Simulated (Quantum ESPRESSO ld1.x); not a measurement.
Question: The mean radii <r> (bohr) of the occupied orbitals of an atom or ion are listed with their occupations. Calculated with ld1.x of Quantum ESPRESSO 7.5: scalar-relativistic Kohn-Sham, LDA (Slater exchange, Perdew-Zunger correlation), spin-polarised, spherical densities, point nucleus.

| orbital | occ. | <r> |
|---|---|---|
| 1s up | 1 | 0.03347 |
| 1s down | 1 | 0.03347 |
| 2s up | 1 | 0.1458 |
| 2s down | 1 | 0.1458 |
| 2p up | 3 | 0.1270 |
| 2p down | 3 | 0.1270 |
| 3s up | 1 | 0.4035 |
| 3s down | 1 | 0.4034 |
| 3p up | 3 | 0.4036 |
| 3p down | 3 | 0.4035 |
| 3d up | 5 | 0.3845 |
| 3d down | 5 | 0.3843 |
| 4s up | 1 | 1.019 |
| 4s down | 1 | 1.016 |
| 4p up | 3 | 1.129 |
| 4p down | 3 | 1.126 |
| 4d up | 5 | 1.693 |
| 5s up | 1 | 3.266 |
| 4d down | 2 | 1.733 |

Name the element and its charge. Open shells, if any, are filled with parallel spins first.

Answer: Z = 44, ruthenium, charge 0: Ru in [Kr] 4d7 5s1. The 1s radius gives Z: for a bare nucleus <r> = (2 gamma + 1)/(2Z) with gamma = sqrt(1 - (Z/c)^2), 0.03289 bohr for Z = 44, and screening makes it slightly larger (0.03347 here). The occupations add up to 44, and the charge is Z minus that.
